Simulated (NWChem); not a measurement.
System: C$_{2}$H$_{5}$FOSi; SMILES CC(=O)[SiH2]F

```xyz
10

C     -1.4793     1.1867     0.0000
C     -0.0117     0.8783     0.0000
O      0.8499     1.7317     0.0000
Si     0.6772    -0.9179     0.0000
F     -0.5370    -2.0061     0.0000
H     -1.9581     0.7294    -0.8818
H     -1.6415     2.2738     0.0000
H     -1.9581     0.7294     0.8818
H      1.4914    -1.1112    -1.2295
H      1.4914    -1.1112     1.2295
```
Atoms are numbered in this order, from 1.

All runs: NWChem. Pople sets run with spherical d functions. STO-3G and 3-21G are far too small for this property and stand as cheap habits. The geometry was optimised at PBE0/def2-SVP. GIAO values for the isolated, static molecule; σ is the absolute isotropic shielding, δ = σ(reference) − σ with the isolated reference molecule computed at the same levels (13C: tetramethylsilane, 19F: trichlorofluoromethane, 1H: tetramethylsilane, 17O: water, 29Si: tetramethylsilane).

For level Hartree-Fock/6-31G*:

```
Item         Result
-----------  ------
δ C1 (ppm)     33.9
δ C2 (ppm)    230.7
δ O3 (ppm)    774.4
δ Si4 (ppm)   -25.7
δ F5 (ppm)   -141.3
δ H9 (ppm)     4.85
```

What are these values for level Hartree-Fock/STO-3G?


- δ C1 (ppm) = 30.1
- δ C2 (ppm) = 181.3
- δ O3 (ppm) = 833.2
- δ Si4 (ppm) = -40.1
- δ F5 (ppm) = -201.2
- δ H9 (ppm) = 2.61
